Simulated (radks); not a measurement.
Results of a calculation; reference values are marked as such.
Spherical quantum dot in the effective-mass picture: electrons in a parabolic well V = omega^2 r^2 / 2 with omega = 4.92, with a point charge +2 (a donor) at the centre, all in effective atomic units (hartree* = m*/eps^2 hartree, bohr* = eps/m* bohr), one dielectric constant everywhere. Level of theory: non-relativistic Kohn-Sham, LDA (Slater exchange, Perdew-Wang correlation), spin-polarised, spherical densities (a radial shooting solver with Libxc functionals). Levels are named by radial order and angular momentum (1s, 1p, 1d, 2s, ...), and open shells are averaged over m. Results are scaled to m* = 0.245 and eps = 10.8, for which hartree* = 57.16 meV and bohr* = 2.333 nm.

N = 23, configuration 1s2 1p6 1d10 2s2 1f(up 3, down 0). This is the lowest configuration that the search found. Occupied and some empty levels:

| level | occupation | eigenvalue (meV) | <r> (nm) |
|---|---|---|---|
| 1s up | 1 | 1646.2 | 1.209 |
| 1s down | 1 | 1648.1 | 1.203 |
| 1p up | 3 | 1901.3 | 1.823 |
| 1p down | 3 | 1905.7 | 1.817 |
| 2s up | 1 | 2056.4 | 1.943 |
| 2s down | 1 | 2061.2 | 1.944 |
| 1d up | 5 | 2112.8 | 2.184 |
| 1d down | 5 | 2118.5 | 2.180 |
| 1f up | 3 | 2326.1 | 2.457 |
| 2p up | 0 | 2330.0 | 2.225 |
| 1f down | 0 | 2332.5 | 2.456 |
| 2p down | 0 | 2334.4 | 2.228 |
| 1g up | 0 | 2546.2 | 2.687 |
| 1g down | 0 | 2552.6 | 2.688 |
| 2d up | 0 | 2572.4 | 2.489 |
| 2d down | 0 | 2576.8 | 2.491 |

Energy (meV): total 31826.1, kinetic 8086.6, external 9584.4, Hartree 15601, exchange-correlation -1445.8.
